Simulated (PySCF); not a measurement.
# Partial charges of `F[C@@H]1CC[SiH2][SiH2][Si@@H]1P`

C₃H₁₂FPSi₃.
Structure used (GFN2-xTB), in Å, numbered top down from 1:
```
atom  x, y, z in Å
F1     0.6184   -1.7586   -0.9876
C2     0.3347   -1.4248    0.3385
C3    -1.1806   -1.3183    0.5171
C4    -1.9084   -0.5533   -0.5943
Si5   -1.8104    1.3523   -0.5343
Si6    0.4312    1.9269   -0.3609
Si7    1.3887    0.1350    0.7959
P8     3.5029   -0.5413    0.4660
H9     0.6947   -2.2819    0.9222
H10   -1.5908   -2.3332    0.5480
H11   -1.3700   -0.8596    1.4907
H12   -1.5383   -0.9147   -1.5553
H13   -2.9612   -0.8410   -0.5566
H14   -2.5856    1.7939    0.6357
H15   -2.5190    1.8608   -1.7155
H16    0.6731    3.1907    0.3530
H17    1.0898    2.1384   -1.6604
H18    1.2568    0.2031    2.2671
H19    4.0342    0.7346    0.5420
H20    3.4348   -0.4985   -0.9142
```

Density: PBE0/pcSseg-1 (PySCF); schemes: Mulliken, IAO, Hirshfeld and ESP-fitted. The structure is a single GFN2-xTB conformer in the gas phase; no vibrational or solvent corrections.

Question: Atoms with like bonding are taken together and averaged. Do the Mulliken, IAO, Hirshfeld and ESP-fitted schemes agree on where the charge is lowest?

Answer: The schemes don't all agree: Mulliken C4 (-0.518); IAO C4 (-0.528); Hirshfeld C4 (-0.160); ESP-fitted P8 (-0.344).

Question: For which atoms does the sign change between the 4 schemes (beyond +0.03 e in one, beyond −0.03 e in another)?

Answer: For none.

Question: Which atoms carry the highest charge in the Mulliken, IAO, Hirshfeld and ESP-fitted schemes?

Answer: All schemes agree: Mulliken Si5 (+0.352); IAO Si5 (+0.462); Hirshfeld Si5 (+0.246); ESP-fitted Si5 (+0.344).

Question: Tabulate the Mulliken, IAO, Hirshfeld and ESP-fitted charges.

Answer: In e; atoms taken as equivalent share a row and are averaged (×n: the atom named and its like, n in all):

```json
{"atom": "F1", "environment": "alkyl fluorine", "Mulliken": "-0.344", "IAO": "-0.339", "Hirshfeld": "-0.114", "ESP-fitted": "-0.194"}
{"atom": "C2", "environment": "sp3 C–F carbon", "Mulliken": "-0.069", "IAO": "-0.066", "Hirshfeld": "-0.023", "ESP-fitted": "+0.029"}
{"atom": "C3", "environment": "ring CH2 carbon", "Mulliken": "-0.238", "IAO": "-0.260", "Hirshfeld": "-0.076", "ESP-fitted": "-0.168"}
{"atom": "C4", "environment": "sp3 carbon bound to silicon", "Mulliken": "-0.518", "IAO": "-0.528", "Hirshfeld": "-0.160", "ESP-fitted": "-0.172"}
{"atom": "Si5", "environment": "SiH2 silicon", "Mulliken": "+0.352", "IAO": "+0.462", "Hirshfeld": "+0.246", "ESP-fitted": "+0.344"}
{"atom": "Si6", "environment": "SiH2 silicon", "Mulliken": "+0.032", "IAO": "+0.124", "Hirshfeld": "+0.141", "ESP-fitted": "-0.008"}
{"atom": "Si7", "environment": "SiH silicon", "Mulliken": "+0.242", "IAO": "+0.406", "Hirshfeld": "+0.199", "ESP-fitted": "+0.226"}
{"atom": "P8", "environment": "three-coordinate phosphorus", "Mulliken": "-0.173", "IAO": "-0.072", "Hirshfeld": "-0.011", "ESP-fitted": "-0.344"}
{"atom": "H9", "environment": "methine hydrogen", "Mulliken": "+0.143", "IAO": "+0.146", "Hirshfeld": "+0.038", "ESP-fitted": "+0.098"}
{"atom": "H10", "environment": "methylene hydrogen", "Mulliken": "+0.131", "IAO": "+0.142", "Hirshfeld": "+0.041", "ESP-fitted": "+0.085"}
{"atom": "H11", "environment": "methylene hydrogen", "Mulliken": "+0.135", "IAO": "+0.136", "Hirshfeld": "+0.041", "ESP-fitted": "+0.062"}
{"atom": "H12", "environment": "methylene hydrogen", "Mulliken": "+0.158", "IAO": "+0.157", "Hirshfeld": "+0.032", "ESP-fitted": "+0.065"}
{"atom": "H13", "environment": "methylene hydrogen", "Mulliken": "+0.152", "IAO": "+0.153", "Hirshfeld": "+0.043", "ESP-fitted": "+0.072"}
{"atom": "H14", "environment": "Si–H hydrogen", "Mulliken": "-0.047", "IAO": "-0.107", "Hirshfeld": "-0.080", "ESP-fitted": "-0.109"}
{"atom": "H15", "environment": "Si–H hydrogen", "Mulliken": "-0.046", "IAO": "-0.099", "Hirshfeld": "-0.075", "ESP-fitted": "-0.105"}
{"atom": "H16", "environment": "Si–H hydrogen", "Mulliken": "-0.020", "IAO": "-0.082", "Hirshfeld": "-0.076", "ESP-fitted": "-0.042"}
{"atom": "H17", "environment": "Si–H hydrogen", "Mulliken": "-0.014", "IAO": "-0.075", "Hirshfeld": "-0.070", "ESP-fitted": "-0.035"}
{"atom": "H18", "environment": "Si–H hydrogen", "Mulliken": "-0.003", "IAO": "-0.099", "Hirshfeld": "-0.078", "ESP-fitted": "-0.055"}
{"atom": "H19/H20", "environment": "P–H hydrogen", "Mulliken": "+0.063", "IAO": "0.000", "Hirshfeld": "-0.009", "ESP-fitted": "+0.126"}
```

Mean size of the charges over all atoms: IAO 0.173 e, Mulliken 0.147 e, ESP-fitted 0.123 e, Hirshfeld 0.078 e. Each set sums to the total charge, 0, to within 0.001 e. The ESP scheme is a least-squares fit of atom-centred charges to the potential on four shells outside the van der Waals surface, with the total charge fixed. The Hirshfeld scheme divides the density at each point in proportion to the densities of the neutral, spherically averaged free atoms.

Question: How closely do the schemes follow one another over all atoms?

Answer: Correlation coefficient and root-mean-square difference: Mulliken with IAO 0.96, 0.067 e; IAO with Hirshfeld 0.93, 0.137 e; Mulliken with ESP-fitted 0.84, 0.108 e; IAO with ESP-fitted 0.81, 0.135 e; Mulliken with Hirshfeld 0.81, 0.130 e; Hirshfeld with ESP-fitted 0.75, 0.103 e.

Question: How many electrons does the Hirshfeld scheme count on C2?

Answer: Z − q = 6 − (-0.023) = 6.023.
